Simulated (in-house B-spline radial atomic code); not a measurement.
Configurations of Ni³⁺, with energies counted from [Ar] 3d7. Method: Dirac-Hartree-Fock, average of configuration, Fermi nucleus of rms radius 3.7757 fm. Calculated with an all-electron radial atomic-structure program (B-spline basis). Energies include first-order Breit, QED and recoil terms.

Occupations are held fixed; configurations that lie above the ionisation limit could autoionise.

| configuration | E - E(ref) (eV) | highest orbital | its <r> (bohr) |
| --- | --- | --- | --- |
| [Ar] 3d6 5p1 | 38.819 | 5p3/2 | 4.845 |
| [Ar] 3d6 4f1 | 41.404 | 4f5/2 | 4.42 |
| [Ar] 3d6 7s1 | 47.598 | 7s1/2 | 10.89 |
| [Ar] 3d6 7p1 | 48.357 | 7p3/2 | 11.89 |
| [Ar] 3d6 6g1 | 49.07 | 6g9/2 | 10.99 |
| [Ne] 3s2 3p5 3d8 | 70.316 | 3d5/2 | 0.8842 |
| [Ne] 3s2 3p5 3d7 4s1 | 85.341 | 4s1/2 | 2.105 |
| [Ne] 3s2 3p5 3d7 5f1 | 116.66 | 5f5/2 | 7.741 |
| [Ne] 3s2 3p5 3d7 5g1 | 116.75 | 5g9/2 | 6.872 |

Q: Order these further configurations by energy, lowest first.
A. [Ne] 3s2 3p5 3d7 4f1
B. [Ar] 3d6 4s1
C. [Ar] 3d6 5s1
D. [Ar] 3d6 4p1
E. [Ne] 3s2 3p5 3d7 7g1

A: B (15.107 eV), D (23.348 eV), C (35.895 eV), A (111.73 eV), E (121.01 eV).

Q: How far above the reference does [Ar] 3d6 7g1 lie?

A: 50.674 eV; its least bound orbital is 7g9/2 with <r> = 15.87 bohr.

Q: How far above the reference does [Ar] 3d6 7f1 lie?

A: 50.637 eV; its least bound orbital is 7f5/2 with <r> = 16.68 bohr.

Q: How far above the reference does [Ar] 3d6 5g1 lie?

A: 46.409 eV; its least bound orbital is 5g9/2 with <r> = 6.872 bohr.
